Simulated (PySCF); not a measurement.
C₂H₅OS, SMILES S([CH2])(C)=O, multiplicity 2. The structure is a stationary point at B3LYP-D3(BJ)/def2-SVP. The isomer is the one that the SMILES or the coordinates give; other isomers of the formula were not compared.

Problem. Give the equilibrium geometry at B3LYP-D3(BJ)/def2-SVP (PySCF confirms it by a frequency run) as Cartesian coordinates in Å. (An estimate is asked for; the answer gives what the named calculation found.)

Solution. 
```xyz
9

C      1.1940    -0.5769     0.9031
S      0.1424    -0.0939    -0.4060
C     -1.4852    -0.4932     0.3679
O      0.1917     1.3949    -0.6051
H      1.2337    -1.6405     1.1590
H      2.0660     0.0640     1.0589
H     -1.5977     0.1521     1.2489
H     -1.5250    -1.5588     0.6345
H     -2.2422    -0.2520    -0.3904
```
Charge 0, spin multiplicity 2.
